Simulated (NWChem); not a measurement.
System: CH3BiCl2O; SMILES C[O][Bi]([Cl])[Cl]

```xyz
8

Bi    -0.1525     0.0007    -0.5244
Cl    -0.7429     1.8817     1.0069
Cl    -0.7500    -1.8793     1.0053
O      1.9233    -0.0037    -0.2095
C      2.4614    -0.0071     1.1028
H      2.1527    -0.9073     1.6824
H      3.5687    -0.0128     1.0108
H      2.1620     0.8957     1.6830
```
Atoms are numbered in this order, from 1.

Computed with NWChem. Coordinates come from a PBE-D3(BJ)/def2-SVP optimisation. No frequency run checked for a minimum. def2 effective core potentials on Bi; no spin-orbit coupling.

For level B3LYP/def2-SVP:

```yaml
highest occupied level (eV): -7.63
orbital gap (eV): 5.47
dipole (D): 2.89
```

Question: How do the values read with level PW91/def2-SVP instead?

Answer: highest occupied level (eV): -6.41
orbital gap (eV): 3.69
dipole (D): 2.69
